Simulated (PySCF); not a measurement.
# What a mistake does to a calculation on BC2H6O

These are calculations, not measurements. They come from PySCF 2.14.0, an open-source quantum chemistry program, on an isolated molecule that a program drew, which may never have been made. The molecule is BC2H6O (charge 0, doublet), drawn as the SMILES string `[CH2]BOC`.

Each row is a Hartree-Fock (HF) and frozen-core CCSD(T) single point in the cc-pVDZ basis, meant for a local HF minimum. Run 1 is clean. Each other run has one planted mistake out of seven kinds, and not every kind appears here: one electron removed, one electron added, multiplicity raised by two, geometry at a saddle point, minimal basis STO-3G, one bond length entered in bohr, all coordinates scaled. The reference is restricted for singlets and unrestricted otherwise, and also for a bond in bohr. Adding or removing an electron swaps singlet and doublet. Electrons count all cores. HOMO and LUMO are orbital energies over both spins, the gradient is its largest component, and the lowest frequency (negative if imaginary) is given only where the gradient is small. Bond lengths are over the 9 bonds as drawn. T1 is the CCSD diagnostic: over 0.02 (restricted) or 0.045 (unrestricted) a single reference is doubtful.

Geometry of the clean run:
```xyz
10
BC2H6O, angstrom
C    -0.5268   -0.7836   -1.5648
B     0.8944   -0.1758   -1.4051
O     1.2335    1.0799   -1.7736
C     0.3437    1.9993   -2.3496
H    -1.3795   -0.2600   -1.9873
H    -0.7390   -1.7999   -1.2484
H     1.7808   -0.8319   -0.9265
H     0.8944    2.9186   -2.5385
H    -0.0542    1.6296   -3.2968
H    -0.4888    2.2223   -1.6791
```

```
run,electrons,basis functions,<S^2>,HOMO (eV),LUMO (eV),gradient (hartree/bohr),lowest frequency (cm^-1),mean bond (Å),longest bond (Å),T1,HF (hartree),CCSD(T) (hartree),mistake
1,31,86,0.759,-10.60,1.80,6.8e-06,119,1.2172,1.554,0.0152,-178.78607,-179.37452,no fault
2,31,86,0.758,-10.62,1.82,3.9e-02,-,1.1733,1.498,0.0144,-178.77271,-179.35366,all coordinates scaled
3,31,26,0.764,-9.13,5.88,3.1e-02,-,1.2172,1.554,0.0195,-176.52228,-176.74706,minimal basis STO-3G
4,31,86,1.469,-10.47,1.65,2.6e-02,-,1.3251,2.063,0.0547,-178.66216,-179.24962,one bond length entered in bohr
5,31,86,3.777,-4.12,-2.21,6.8e-02,-,1.2172,1.554,0.0452,-178.50276,-179.09618,multiplicity raised by two
6,30,86,0.000,-18.02,-7.68,8.6e-02,-,1.2172,1.554,0.0355,-178.45271,-179.03121,?
```

**Which mistake was planted in run 6, and what did it cost?**

It counts 30 electrons, one fewer than the clean run, at the same geometry and basis. So the mistake is: one electron removed. Subtracting run 1 and multiplying by 627.51 kcal/mol a hartree, the energy moved by 209.2 kcal/mol in HF and 215.4 kcal/mol in CCSD(T).

Cautions from the logs. Run 4: T1 is over the limit, so its CCSD(T) energy is less reliable; run 5: T1 is over the limit, so its CCSD(T) energy is less reliable; run 6: T1 is over the limit, so its CCSD(T) energy is less reliable.
